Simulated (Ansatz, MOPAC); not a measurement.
Molecule: P2H3, charge 0, multiplicity 2. SMILES: [PH]P

Atoms: P1, P2, H3, H4, H5. Bonds: P1-P2, P1-H3, P2-H4, P2-H5.

Bond lengths (Å) and angles (degrees) optimised at AM1 with MOPAC; PM6 with MOPAC; PM7 with MOPAC; HF/3-21G with Ansatz (a quantum-chemistry and plane-wave program); HF/6-31G* with Ansatz; PBE/6-31G* with Ansatz, each started from the B3LYP-D3(BJ)/def2-TZVP structure (Ansatz) of the last column. A row stands for all coordinates that are equal there; 7 of 8 kinds are shown. 6-31G* holds six Cartesian d functions. No wavenumbers were computed at PBE/6-31G*, so these may be saddle points.

| coordinate | AM1 | PM6 | PM7 | HF/3-21G | HF/6-31G* | PBE/6-31G* | B3LYP-D3(BJ)/def2-TZVP |
|---|---|---|---|---|---|---|---|
| P1-P2 | 1.948 | 2.187 | 1.971 | 2.380 | 2.205 | 2.204 | 2.189 |
| P1-H3 | 1.359 | 1.457 | 1.529 | 1.431 | 1.407 | 1.443 | 1.424 |
| P2-H4 | 1.367 | 1.456 | 1.460 | 1.423 | 1.403 | 1.437 | 1.419 |
| P2-H5 | 1.364 | 1.456 | 1.471 | 1.419 | 1.401 | 1.433 | 1.416 |
| P2-P1-H3 | 97.6 | 100.4 | 103.0 | 93.5 | 94.1 | 91.9 | 92.0 |
| P1-P2-H4 | 95.9 | 103.7 | 135.2 | 96.9 | 99.6 | 101.4 | 100.1 |
| P1-P2-H5 | 96.9 | 102.1 | 113.4 | 95.4 | 97.5 | 97.6 | 97.1 |

Mean signed difference of all 4 bond lengths from B3LYP-D3(BJ)/def2-TZVP: AM1 -0.102 Å, PM6 0.027 Å, PM7 -0.004 Å, HF/3-21G 0.051 Å, HF/6-31G* -0.008 Å, PBE/6-31G* 0.017 Å.
